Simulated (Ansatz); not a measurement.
Abridged output of a molecular run in Ansatz:

```
Functional definition: HF
1770 factors; integrals over basis functions are off by at most 1.2e-3 eV
mean field evaluation 1: about -11745.9845 eV, gradient 3.9e1 eV
mean field evaluation 2: about -11746.3044 eV, gradient 3.9e1 eV
mean field evaluation 4: about -11750.0864 eV, gradient 4.9e0 eV
mean field evaluation 8: about -11750.1634 eV, gradient 3.3e-1 eV
mean field -11750.16388688 eV, -431.8105582955 hartree, gradient 2.8e-6 eV, S^2 0.000000; 0 other end points of the search recorded, 0 dependent functions left out
8 core orbitals not correlated: weight in the atoms' cores, before any rotation towards them, 1.000 or more for the frozen orbitals, at most 0.000 for the correlated occupied ones
reference -11750.16388688 eV, -431.8105582955 hartree; 20, 20 occupied and 244, 244 virtual orbitals, 1770 factors
second order -30.21461430 eV of doubles, -0.00000000 eV of singles
cycle   1  -29.89758992 eV  change    3.2e-1 eV  update   1.2e-1
cycle   2  -30.65522194 eV  change   -7.6e-1 eV  update   3.7e-2
cycle   3  -30.80836406 eV  change   -1.5e-1 eV  update   1.9e-2
cycle   4  -30.79542019 eV  change    1.3e-2 eV  update   5.7e-3
cycle   5  -30.79233114 eV  change    3.1e-3 eV  update   2.8e-3
cycle   6  -30.79406889 eV  change   -1.7e-3 eV  update   9.9e-4
cycle   7  -30.79346640 eV  change    6.0e-4 eV  update   3.6e-4
cycle   8  -30.79322415 eV  change    2.4e-4 eV  update   1.2e-4
cycle   9  -30.79327894 eV  change   -5.5e-5 eV  update   4.9e-5
cycle  10  -30.79329552 eV  change   -1.7e-5 eV  update   1.6e-5
perturbative correction -1.23141039 eV, -0.0452534970 hartree
Total energy: -11782.18859279 eV, -432.9874445306 hartree
```

Its atoms:

Cartesian coordinates in Å:
```
C -0.3886 0.6457 1.7231
Sb -1.3022 0.5090 -0.2245
C -0.2564 -1.3536 -0.7113
O 0.9721 -0.7039 -1.0066
C 0.6216 0.6487 -1.2636
H -1.0031 0.1191 2.4544
H 0.6047 0.1989 1.6830
H -0.3129 1.6924 2.0201
H -0.6771 -1.8527 -1.5923
H -0.1286 -2.0767 0.0965
H 1.3647 1.3288 -0.8426
H 0.5056 0.8444 -2.3361
```

Q: Which basis set was used?
A. def2-TZVPP
B. cc-pV(D+d)Z
C. cc-pV(Q+d)Z
D. def2-SVP

A: A. It gives 272 functions.

Q: Write the keys of the input that set method, charge and spin (a neutral closed shell needs none for the last two).

A: 
```yaml
correlation: {method: ccsd_t}
```
